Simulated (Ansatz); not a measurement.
The cluster YF3 (the lowest singlet isomer of a short search) was relaxed with PBE-D4 (def2-TZVP) in Ansatz in these states: neutral quintet, neutral singlet, neutral triplet. The geometries follow in no particular order.

In the def2 sets Y takes a core potential; there is no spin–orbit coupling.

A:

Cartesian coordinates in Å:
```
Y -0.0330 -0.0174 -0.0799
F -1.2218 1.5206 -0.7632
F 0.8383 0.3226 1.8038
F 0.4165 -1.8258 -0.9608
```

B:

Cartesian coordinates in Å:
```
Y -0.0383 -0.1465 -0.0405
F 1.7369 -0.1290 -0.9782
F -1.6121 0.7332 -0.9237
F -0.0865 -0.4577 1.9423
```

C:

Cartesian coordinates in Å:
```
Y -0.262 -0.031 -0.486
F 1.073 -0.800 1.362
F 0.302 0.877 1.672
F -1.113 -0.046 -2.548
```

Task: Judge from the bond lengths which geometry belongs to which state (an estimate).

Result: A is the neutral triplet (Y1–F3 2.103 Å, Y1–F2 2.060 Å, Y1–F4 2.061 Å); B is the neutral singlet (Y1–F3 2.008 Å, Y1–F2 2.008 Å, Y1–F4 2.008 Å); C is the neutral quintet (Y1–F3 2.408 Å, Y1–F2 2.407 Å, Y1–F4 2.231 Å).

At PBE-D4/def2-TZVP the gap within one spin of the charge 0 quintet nearly closes, so an electron or hole may be smeared out by delocalisation error. At PBE0-D4/def2-TZVP a singlet lies 6.43 eV below the neutral triplet. At PBE0-D4/def2-TZVP a singlet lies 13.15 eV below the neutral quintet. In the quintet, F2 and F3 lie 1.87 Å apart (atoms count from 1), so these atoms are partly bonded to each other. These are the stationary points nearest to one start from a short search; other shapes may lie lower in each state.
